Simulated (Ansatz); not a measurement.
Correlation energies of C3H6ClFSi, SMILES `C[SiH2]/C(Cl)=C\F` by basis set

```csv
atom,x (Å),y (Å),z (Å)
C1,0.6905,1.7060,0.6060
Si2,-0.6710,0.6241,-0.0669
C3,-0.1768,-1.1780,0.0868
Cl4,0.1386,-1.7309,1.7048
C5,-0.0345,-2.0699,-0.8836
F6,-0.2483,-1.7486,-2.1596
H7,0.9190,1.4378,1.6396
H8,1.6010,1.5979,0.0128
H9,0.3889,2.7559,0.5836
H10,-0.9468,0.9138,-1.4958
H11,-1.9170,0.7984,0.7244
H12,0.2563,-3.1066,-0.7522
```

Charge 0, multiplicity 1. All single points use the PBE0-D4/def2-TZVP geometry. It is one conformer, not always the lowest. Frozen core, restricted reference, Ansatz. CBS rows extrapolate triple and quadruple zeta; past MP2 they add the triple-zeta difference.

```json
{"basis": "def2-TZVPP", "HF (Eh)": "-965.05955", "MP2 corr.": "-1.05336"}
{"basis": "def2-QZVPP", "HF (Eh)": "-965.09073", "MP2 corr.": "-1.13789"}
```

**Question.** Estimate the CCSD correlation energy and the (T) correction in each basis where they were run (hartree).

**Answer.** 
| basis | CCSD corr. | (T) |
| --- | --- | --- |
| def2-TZVPP | -1.10801 | -0.04596 |
| CBS(def2) | -1.25516 | as TZ |
